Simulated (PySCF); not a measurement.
## PhOCF2H: calculation and literature

Atom-mapped SMILES (the numbers label the heavy atoms): `[F:1][CH:2]([F:3])[O:4][c:5]1[cH:6][cH:7][cH:8][cH:9][cH:10]1`; H(Xn) means a hydrogen on atom n.

The experiment to reproduce: δ $^{19}$F F1/F3 -76.0 ppm (measured; G. Saielli, R. Bini, A. Bagno, Computational 19F NMR. 2. Organic compounds, RSC Adv. 2014, ESI (exp. from Berger-Braun-Kalinowski 1994 and Everett 1995)).
δ $^{17}$O O4 118.4 ppm (measured; liquid, neat, 295 K; 17O NMR survey of organic solvents and oxofluorinated compounds, PMC5915748).

Computed data (PySCF): GIAO PBE0/pcSseg-1 shieldings, coordinates at the PBE0-D3(BJ)/def2-SVP level. Single conformer, averaged over atoms made equivalent by symmetry, fast rotation or ring inversion, in vacuum, non-relativistic Hamiltonian.

Problem. What does the calculation give, and how does it compare?

Solution. 
Reference values: measured (G. Saielli, R. Bini, A. Bagno, Computational 19F NMR. 2. Organic compounds, RSC Adv. 2014, ESI (exp. from Berger-Braun-Kalinowski 1994 and Everett 1995)).
```json
{"atoms": "F1/F3", "quantity": "δ $^{19}$F vs CFCl3", "reference": "-76.0", "computed": "-94.2", "computed, scaled": "-80.1"}
```

Reference values: measured (liquid, neat, 295 K; 17O NMR survey of organic solvents and oxofluorinated compounds, PMC5915748).
```json
{"atoms": "O4", "quantity": "δ $^{17}$O vs D2O (external)", "reference": "118.4", "computed": "–", "computed, scaled": "124.2"}
```

Computed shifts are σ(ref) − σ with the named reference compound (TMS for H and C) calculated as an isolated molecule at the same level. The measured values may be among those fitted. Shieldings were converted by a linear fit to measured shifts: $^{17}$O (scatter 13.5 ppm rms, 14.3 ppm with the 1 outlier that the fit left out vs liquid water, solution or neat liquid); $^{19}$F (scatter 6.9 ppm rms, 7.8 ppm with the 5 outliers that the fit left out vs CFCl3, solution or neat liquid, with a term for F on sp3 carbon). A few per cent of atoms miss by over 2 rms, more outside the fitted compound classes.
